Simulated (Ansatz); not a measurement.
Ansatz results at the PBE0-D4/def2-TZVP geometry: HOMO energy (PBE0/def2-TZVPP) -7.48 eV; LUMO energy (ωB97M-V/def2-TZVPP) -1.06 eV; HOMO energy (PBE/def2-TZVPP) -6.45 eV.

Each molecule was computed in one conformer, which needn't be the lowest.

(1) Which molecule gave them?
A. `[SH][Sn][Cl]`
B. `CC(C)[O][Sn][OH]`
C. `[NH2][Sn][Cl]`
D. `C[O][Sn][NH2]`

## Answers

(1) A. The others give `CC(C)[O][Sn][OH]`: -7.59, -0.13, -6.20; `C[O][Sn][NH2]`: -7.22, 0.14, -5.83; `[NH2][Sn][Cl]`: -7.51, -0.35, -6.34.
